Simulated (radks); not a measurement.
Values are calculated unless marked as measured or tabulated.
All-electron atom: Cs4+ in [Kr] 4d10 5s2 5p2.5 6p0.5 (fractional occupations, a model configuration). Code: a radial shooting solver on a logarithmic mesh with Libxc functionals. Model: scalar-relativistic Kohn-Sham, TASK exchange with Perdew-Wang LDA correlation, spin-polarised, spherical densities, finite nucleus; open shells are filled with parallel spins first (spin-orbit coupling, left out, can overturn this in heavy ions); meta-GGA in the generalised Kohn-Sham scheme; Fermi nuclear charge, rms radius 4.8041 fm.

Normalised radial functions P(r) = r R(r), r in bohr:

```
   r/bohr * 4d up, o 4d down, + 5p up (the largest magnitude, 1.18, reaches the edge; | marks zero, & curves that meet)
 0.002621                             &
 0.003552                             &
 0.004814                             &
 0.006472                             &
 0.008771                             &+
  0.01189                             &+
  0.01611                             & +
  0.02166                             & +
  0.02935                             |& +
  0.03978                             | & +
  0.05392                             |   &+
  0.07249                             |   + &
  0.09824                             | +       &
   0.1331                           + |             &
   0.1804                       +     |              &
   0.2426                      +      |           &
   0.3288                            +|&
   0.4456               &             |      +
   0.6039   &                         |          +
   0.8119  &                          |   +
      1.1          &        +         |
    1.491          +         &        |
    2.021           +              &  |
    2.717                   +        &|
    3.683                          +  &
    4.991                            +&
    6.764                             &
    9.095                             &
    12.33                             &
```

4d up: eigenvalue -123.33 eV, 1 radial node at r = 0.333 bohr, <r> = 0.834 bohr, 90 % of the charge inside 1.26 bohr. 4d down: eigenvalue -122.70 eV, 1 radial node at r = 0.333 bohr, <r> = 0.828 bohr, 90 % of the charge inside 1.25 bohr. 5p up: eigenvalue -55.167 eV, 3 radial nodes at r = 0.114, 0.342, 0.884 bohr, <r> = 1.81 bohr, 90 % of the charge inside 2.58 bohr.
